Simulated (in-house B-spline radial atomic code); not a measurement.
Br⁵⁺. Computed with a B-spline radial atomic code. Model: all-electron spherical atom, spin shells full or empty, radial basis limit, no spin-orbit coupling: exact exchange with a local potential (Slater, KLI or optimised effective potential, whose far tail is KLI's), no correlation.

The run also made RPA and GW results, which its time includes.

The Slater potential averages the orbital exchange potentials with the orbital densities as weights, KLI adds orbital constants, and the optimised effective potential minimises the exact-exchange energy among local potentials. So their energies lie above Hartree-Fock in the order OEP, KLI, Slater. All fall off as −1/r, unlike LDA and GGA exchange.

Command:
```bash
python run_gw.py task.json out
```
Settings (lengths in bohr, energies in hartree):
```
Z                      35
electrons              30
configuration          [Ar] 3d10 4s2
hamiltonian            nr
method                 slater
lmax                   9
spin_polarised         False
box_radius             10.43
intervals              71
ion_configuration      [Ar] 3d10 4s1
```

Run time, properties included: 12 s on 1 thread of Arm Neoverse N1 (shared host).

Given: hamiltonian non-relativistic; mean-field start Slater potential.

Computed: energy above Hartree-Fock 251.54 millihartree; virial ratio -E/T less 1 -0.013326.

```tsv
radius (bohr)	r times exchange potential (hartree bohr)
0.00143	-0.051587
0.00176	-0.063437
0.00217	-0.07812
0.00268	-0.096304
0.0033	-0.11826
0.00408	-0.14563
0.00503	?
0.0062	-0.21816
0.00765	?
0.00943	-0.32219
0.0116	-0.387
0.0143	-0.46146
0.0177	-0.54531
0.0218	-0.63197
0.0269	-0.71902
0.0332	-0.79791
0.0409	-0.8574
0.0505	-0.88769
0.0622	-0.89288
0.0767	-0.91696
0.0947	-1.0082
0.117	-1.1529
0.144	-1.2959
0.178	-1.3901
0.219	-1.3891
0.27	-1.3152
0.333	-1.3519
0.411	-1.5462
0.507	-1.7392
0.625	-1.8216
0.77	-1.7591
0.95	-1.549
1.17	-1.2519
1.45	-1.0598
1.78	-1.0127
2.2	-1.0053
2.71	-1.0026
```

**Question.** What belongs in the row 0.00503?

**Answer.** r times exchange potential (hartree bohr): -0.17849.

**Question.** What belongs in the row 0.00765?

**Answer.** r times exchange potential (hartree bohr): -0.26592.

```
occupied  level (hartree)  Hartree-Fock level (hartree)
      1s          -489.47                       -492.73
      2s                ?                             ?
      2p          -60.457                        -61.18
      3s          -11.891                       -12.454
      3p          -9.7632                       -10.048
      3d          -5.9106                       -5.7982
      4s          -3.2835                       -3.0968
```

**Question.** What belongs in the row 2s?

**Answer.** level (hartree): -66.348; Hartree-Fock level (hartree): -67.825.

| empty | level (hartree) |
| --- | --- |
| 4p | -2.7151 |
| 4d | ? |
| 5s | -1.569 |
| 5p | -1.3702 |

**Question.** What belongs in the row 4d?

**Answer.** level (hartree): -1.8489.

The highest level, 4s, differs from Hartree-Fock by -5.1 eV and the deepest, 1s, by +88.8 eV: the Slater potential lacks the response part and is deeper than the optimised one throughout, so the top level comes too deep.
